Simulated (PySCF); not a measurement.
## UHF on Zr (zirconium, neutral)

Configuration: [Kr] 4d2 5s2, high-spin 3F determinant. Computed with PySCF 2.14 in x2c-SVPall (6s5p5d1f, 53 functions), with the spin-free X2C one-electron Hamiltonian (Gaussian nucleus).

- Total energy: -3595.858896 hartree
- One-electron energy: -4964.3440 hartree
- Hartree (Coulomb) energy: 1481.4661 hartree
- Exchange energy: -112.9809 hartree
- ⟨S²⟩: 2.0153
- ⟨L²⟩: 12.039
- Sum of ⟨r⟩: 32.46 bohr
- Sum of ⟨r²⟩: 69.22 bohr²
- Langevin diamagnetic susceptibility: -54.8 ×10⁻⁶ cm³/mol
- Time after the integrals: 0.24 s of wall time on 1 thread of Intel(R) Xeon(R) 6975P-C (shared host)

```json
{"shell": "1s β", "electrons": "1", "mean orbital energy (hartree)": "-665.06372", "spread (hartree)": "0", "rms radius, mean of both spins (bohr)": "0.0426"}
{"shell": "1s α", "electrons": "1", "mean orbital energy (hartree)": "-665.06349", "spread (hartree)": "0", "rms radius, mean of both spins (bohr)": "0.0426"}
{"shell": "2s α", "electrons": "1", "mean orbital energy (hartree)": "-94.79590", "spread (hartree)": "0", "rms radius, mean of both spins (bohr)": "0.176"}
{"shell": "2s β", "electrons": "1", "mean orbital energy (hartree)": "-94.78591", "spread (hartree)": "0", "rms radius, mean of both spins (bohr)": "0.176"}
{"shell": "2p α", "electrons": "3", "mean orbital energy (hartree)": "-84.36345", "spread (hartree)": "0", "rms radius, mean of both spins (bohr)": "0.157"}
{"shell": "2p β", "electrons": "3", "mean orbital energy (hartree)": "-84.35413", "spread (hartree)": "0", "rms radius, mean of both spins (bohr)": "0.157"}
{"shell": "3s α", "electrons": "1", "mean orbital energy (hartree)": "-16.69172", "spread (hartree)": "0", "rms radius, mean of both spins (bohr)": "0.487"}
{"shell": "3s β", "electrons": "1", "mean orbital energy (hartree)": "-16.68561", "spread (hartree)": "0", "rms radius, mean of both spins (bohr)": "0.487"}
{"shell": "3p α", "electrons": "3", "mean orbital energy (hartree)": "-13.17851", "spread (hartree)": "0", "rms radius, mean of both spins (bohr)": "0.497"}
{"shell": "3p β", "electrons": "3", "mean orbital energy (hartree)": "-13.17187", "spread (hartree)": "0", "rms radius, mean of both spins (bohr)": "0.497"}
{"shell": "3d α", "electrons": "5", "mean orbital energy (hartree)": "-7.40952", "spread (hartree)": "0.02415", "rms radius, mean of both spins (bohr)": "0.495"}
{"shell": "3d β", "electrons": "5", "mean orbital energy (hartree)": "-7.39381", "spread (hartree)": "0.00533", "rms radius, mean of both spins (bohr)": "0.495"}
{"shell": "4s α", "electrons": "1", "mean orbital energy (hartree)": "-2.54379", "spread (hartree)": "0", "rms radius, mean of both spins (bohr)": "1.30"}
{"shell": "4s β", "electrons": "1", "mean orbital energy (hartree)": "-2.47128", "spread (hartree)": "0", "rms radius, mean of both spins (bohr)": "1.30"}
{"shell": "4p α", "electrons": "3", "mean orbital energy (hartree)": "-1.54692", "spread (hartree)": "0", "rms radius, mean of both spins (bohr)": "1.47"}
{"shell": "4p β", "electrons": "3", "mean orbital energy (hartree)": "-1.44558", "spread (hartree)": "0", "rms radius, mean of both spins (bohr)": "1.47"}
{"shell": "4d α", "electrons": "2", "mean orbital energy (hartree)": "-0.32263", "spread (hartree)": "0", "rms radius, mean of both spins (bohr)": "2.37"}
{"shell": "5s α", "electrons": "1", "mean orbital energy (hartree)": "-0.23177", "spread (hartree)": "0", "rms radius, mean of both spins (bohr)": "4.30"}
{"shell": "5s β", "electrons": "1", "mean orbital energy (hartree)": "-0.19732", "spread (hartree)": "0", "rms radius, mean of both spins (bohr)": "4.30"}
```

Densities and radii are taken from the X2C orbitals without a picture-change correction, which distorts them close to the nucleus.
